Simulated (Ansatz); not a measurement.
Program: Ansatz. Geometries: PBE0-D4/def2-TZVP. ΔE: electronic, gas phase. CCSD(T)/CBS adds triple-zeta CCSD(T) − MP2 to the extrapolated MP2 energy (def2 sets, frozen cores). Functionals use def2-TZVPP. For Ga outer-core shells are correlated without core-valence functions, which leaves a few kJ/mol of doubt a bond. Scalar relativity is left out up to krypton. One conformer a species, not always the lowest.

Consider the redistribution: `BN[SiH2]O` + `[NH2][GaH][AlH2]` → `[NH2][GaH][SiH2]O` + `B[NH][AlH2]`.

(1) Is it downhill or uphill in electronic energy at CCSD(T)/CBS, and by how much? (Best estimate.)

(2) What do these levels give: B2PLYP, PBE, r2SCAN, HF/def2-TZVPP, CCSD(T)/def2-TZVPP, HF/CBS(def2)? (Best estimate.)

Largest T1 diagnostic among the species: 0.015.

## Answers

(1) The calculation gave: Downhill: ΔE = -0.10 eV.

(2) The calculation gave: B2PLYP -0.11, PBE -0.11, r2SCAN -0.12, HF/def2-TZVPP -0.03, CCSD(T)/def2-TZVPP -0.09, HF/CBS(def2) -0.03 eV.

In def2-TZVPP, CCSD(T) changes the Hartree–Fock value by −0.06 eV (the triples alone add −0.01 eV) and MP2 by −0.09 eV.
